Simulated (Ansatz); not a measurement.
`C#CC[TeH]` + `N[AsH2]` → `N[AsH][TeH]` + `C#CC` at 600 K and 1 bar (ligand exchange at a Te–C bond).

Program: Ansatz. Geometries: PBE0-D4/def2-TZVP. ΔE: electronic, gas phase. CCSD(T)/CBS is the MP2 limit (def2-TZVPP, def2-QZVPP) plus CCSD(T) − MP2 in def2-TZVPP, frozen cores. This one scheme is used for every species. Elements past krypton have def2 core potentials. For As, Te outer-core shells are correlated without core-valence functions, which leaves a few kJ/mol of doubt a bond. Scalar relativity is left out up to krypton. Each species was taken in one conformer, which may not be the lowest.

```json
{"species": "`C#CC[TeH]`", "CCSD(T)/CBS energy (Eh)": "-384.20943", "H − E (kJ/mol)": "187.7", "S (J/(mol·K))": "396.4"}
{"species": "`N[AsH2]`", "CCSD(T)/CBS energy (Eh)": "-2292.09958", "H − E (kJ/mol)": "143.7", "S (J/(mol·K))": "315.6"}
{"species": "`N[AsH][TeH]`", "CCSD(T)/CBS energy (Eh)": "-2559.85306", "H − E (kJ/mol)": "157.0", "S (J/(mol·K))": "403.0"}
{"species": "`C#CC`", "CCSD(T)/CBS energy (Eh)": "-116.49627", "H − E (kJ/mol)": "182.1", "S (J/(mol·K))": "298.5"}
```

H − E and S are ideal-gas, rigid-rotor, harmonic terms from PBE0-D4/def2-TZVP, for one conformer and one mirror image of each species. 1 Eh = 2625.50 kJ/mol, R = 8.31446 J/(mol·K).

Problem. By hand: ΔE, ΔH, ΔS and ΔG.

Solution. ΔE = (-2559.85306) + (-116.49627) − (-384.20943) − (-2292.09958) = -0.04032 Eh = -105.9 kJ/mol. Δ(H − E) = 157.0 + 182.1 − 187.7 − 143.7 = 7.7, so ΔH = -98.2 kJ/mol. ΔS = 403.0 + 298.5 − 396.4 − 315.6 = -10.5 J/(mol·K). ΔG = -98.2 − 600 × (-10.5)/1000 = -91.9 kJ/mol.

Problem. By hand: the equilibrium constant, and the temperature at which ΔG would vanish if ΔH and ΔS stayed fixed.

Solution. log₁₀ K = −ΔG/(RT ln 10) = 8.0. ΔG = 0 at ΔH/ΔS = 9352 K, far beyond where these terms or the molecules hold.

The number of gas molecules stays the same, so ΔS is small and ΔH decides. A doubt of 5 kJ/mol in ΔE shifts log₁₀ K by 0.4 here. Other conformers and mirror images would add mixing entropy, several J/(mol·K) or more a flexible species. These are equilibria of isolated gas molecules and say nothing of rates. Largest T1 diagnostic: 0.012 (customary marks: 0.02 for closed shells, 0.045 for open ones).
